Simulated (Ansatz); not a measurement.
Correlation energies of FH5O2Si2 (`O[Si](O)(F)[SiH3]`) by basis set

```
atom   x (Å)   y (Å)   z (Å)
  O1  -1.565  -0.002   1.147
 Si2  -0.253  -0.566   0.348
  O3  -0.771  -1.638  -0.758
  F4   0.684  -1.274   1.437
 Si5   1.007   1.063  -0.747
  H6  -1.437   0.367   2.023
  H7  -1.500  -2.217  -0.527
  H8   1.492   2.055   0.251
  H9   2.178   0.450  -1.425
 H10   0.165   1.764  -1.750
```

Charge 0, multiplicity 1. The structure was optimised at the PBE0-D4/def2-TZVP level. It is one conformer, not always the lowest. Frozen core, restricted reference, Ansatz. CBS rows extrapolate triple and quadruple zeta; past MP2 they add the triple-zeta difference.

```json
{"basis": "def2-SVP", "HF (Eh)": "-829.71425", "MP2 corr.": "-0.74862", "CCSD corr.": "-0.78900", "(T)": "-0.01554", "CCSD(T) total": "-830.51879"}
{"basis": "def2-TZVPP", "HF (Eh)": "-830.26260", "MP2 corr.": "-0.97095", "CCSD corr.": "-1.00407", "(T)": "-0.03297", "CCSD(T) total": "-831.29964"}
{"basis": "def2-QZVPP", "HF (Eh)": "-830.29351", "MP2 corr.": "-1.05461", "CCSD corr.": "–", "(T)": "–", "CCSD(T) total": "–"}
{"basis": "CBS(def2)", "HF (Eh)": "-830.29777", "MP2 corr.": "-1.11658", "CCSD corr.": "-1.14971", "(T)": "as TZ", "CCSD(T) total": "-831.48045"}
```
